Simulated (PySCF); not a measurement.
CHO2, doublet, geometry from GFN2-xTB, with bond 3-2 at 1.3 times its length. Base run: HF/def2-SVP in PySCF.

The PySCF input:
```python
from pyscf import gto, scf

mol = gto.Mole()
mol.atom = '''
    O     1.156235   -0.013127    0.009834
    C    -0.024571    0.191522    0.000459
    O    -1.442754   -0.453344   -0.013911
    H    -0.178603    1.392118    0.003334
'''
mol.basis = 'def2-svp'
mol.charge = 0
mol.spin = 1
mol.verbose = 4
mol.build()

mf = scf.UHF(mol)
mf.kernel()
```

Variants of this job, named by their change:

```tsv
change	ΔE vs base (mEh)	SCF cycles	<S^2>	outcome
base	0.000	24	0.766	converged
conv_tol_grad = 1e-7	0.000	29	0.766	converged
diis_space = 12	0.000	23	0.766	converged
diis_space = 4	0.000	29	0.766	converged
diis = off; damp = 0.6 (with mf.diis_start_cycle = 200; with mf.max_cycle = 150)	-	150	-	not converged
diis = off (with mf.max_cycle = 100)	-	100	-	not converged
DIIS = EDIIS	-	50	-	not converged
init_guess = 1e	12.182	20	0.868	another SCF solution
conv_tol = 1e-11	0.000	27	0.766	converged
DIIS = ADIIS	-	50	-	not converged
solver = newton; init_guess = 1e	12.182	-	0.868	another SCF solution
diis_space = 2	-	50	-	not converged
conv_tol = 1e-7	0.000	22	0.766	converged
```

A guess, shift, damping, solver or small numerical setting can't move a converged solution much, so rows marked as another SCF solution ended in a different state.

Open shells are given as the SCF converged; they aren't shown to be the lowest states, and a large step between rows can be another state.
